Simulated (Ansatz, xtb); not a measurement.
**H2LiNOS2: which of two structures lies lower**

Structure I is a singlet given by its coordinates and structure II is a singlet given by its coordinates. Both are isolated molecules in the gas phase, relaxed with r2SCAN-D4/def2-SVP.

I (Å):

```yaml
atoms:
  - { symbol: Li, position_ang: [-1.5782, 2.1870, -0.1885] }
  - { symbol: N, position_ang: [-2.1855, -1.2720, -1.2606] }
  - { symbol: O, position_ang: [-2.2947, 0.6832, 0.5142] }
  - { symbol: S, position_ang: [-0.1793, 0.7966, -1.4304] }
  - { symbol: S, position_ang: [-1.3104, -0.3391, -0.1350] }
  - { symbol: H, position_ang: [-2.5863, -0.6677, -1.9852] }
  - { symbol: H, position_ang: [-2.9244, -1.7834, -0.7695] }
```

Close contacts (Å): Li1–O3 1.81, Li1–S4 2.33, Li1–S5 2.54, N2–S5 1.70, O3–S5 1.56, S4–S5 2.06, N2–H6 1.03, N2–H7 1.02.

II (Å):

```xyz
7

Li   -0.6170   -1.2921    2.6390
N    -0.0335   -0.1112    1.0094
O    -1.3700   -2.8560    2.2056
S    -2.1853   -2.1285    1.0322
S    -0.7618   -1.2785   -0.2124
H    -0.4194    0.8219    0.8253
H     0.9655   -0.0521    0.7804
```

Close contacts (Å): Li1–N2 2.10, Li1–O3 1.79, Li1–S4 2.40, N2–S5 1.84, O3–S4 1.60, S4–S5 2.07, N2–H6 1.03, N2–H7 1.03.

Energies in hartree; the thermal terms are from r2SCAN-D4/def2-SVP harmonic frequencies (ideal gas, rigid rotor, one conformer each, 400 K, 1 atm) and include the zero-point energy:

```
                               I           II
E, CCSD(T)/def2-TZVP  −934.019858  −933.999327
   zero-point energy     0.034352     0.033608
        H(400 K) − E     0.045129     0.044815
        G(400 K) − E    −0.008104    −0.010053
```

Question: Work out ΔE, ΔE₀, ΔH and ΔG for I → II in kcal/mol (1 Eh = 627.51 kcal/mol) and the equilibrium ratio [II]/[I].

Answer: 1. ΔE = −933.999327 − (−934.019858) = +0.020531 Eh = +12.88 kcal/mol.
2. ΔE₀ = ΔE + ΔZPE = +0.020531 + (−0.000744) Eh = +12.42 kcal/mol.
3. ΔH = ΔE + (−0.000314) Eh = +12.69 kcal/mol.
4. ΔG = ΔE + (−0.001949) Eh = +11.66 kcal/mol, so ΔS = (ΔH − ΔG)/T = +10.7 J/(mol K).
5. kT = 1.2667 mEh, so K = [II]/[I] = exp(−ΔG/kT) = exp(−14.67) ≈ 4.3 × 10^−7.

Structure I is favoured at this temperature. An error of 1 kcal/mol in ΔG would change K by a factor of 3.5. Mirror images and further conformers aren't counted.

Other levels gave ΔE = +7.9 (r2SCAN-D4/def2-SVP); +17.4 (HF/def2-TZVP); +15.3 (MP2/def2-TZVP) kcal/mol. The correlated steps freeze 12 core orbitals; the last core shell of Li is correlated, in a basis made for valence electrons. Programs: Ansatz 0.2.0.
